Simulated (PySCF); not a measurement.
# Oxygen: a sound run and one with changed settings

Sound run: O⁺ [He] 2s2 2p3, O²⁺ [He] 2s2 2p2. All numbers are calculated (PySCF 2.14, the spin-free X2C one-electron Hamiltonian (Gaussian nucleus), in aug-cc-pVDZ-DK (4s3p2d, 23 functions)). The sound run starts from symmetry-adapted Hartree-Fock orbitals and uses a fine grid where one is needed.

A second run was set up differently.

```csv
species,method,sound run (hartree),changed run (hartree),converged
O⁺,UHF,-74.40588,-74.40588,yes
O⁺,M06-2X,-74.59985,-74.59985,yes
O⁺,BP86,-74.59823,-74.59823,yes
O²⁺,UHF,-73.13623,-73.13623,yes
O²⁺,M06-2X,-73.30821,-73.31189,yes
O²⁺,BP86,-73.30051,-73.30035,yes
```

Ionisation energy of O⁺:

| method | sound run (eV) | changed run (eV) |
| --- | --- | --- |
| UHF | 34.549 | 34.549 |
| M06-2X | 35.147 | 35.047 |
| BP86 | 35.313 | 35.317 |

**Question.** What was changed?
A. all electrons correlated in a valence basis
B. a valence shell is frozen
C. angular grid far too coarse
D. minimal basis

**Answer.** C. It used 14 angular points. A coarse angular grid integrates products of high-l functions wrongly, so density functionals can shift, and the SCF can exploit the error; Hartree-Fock and MP2 need no grid.
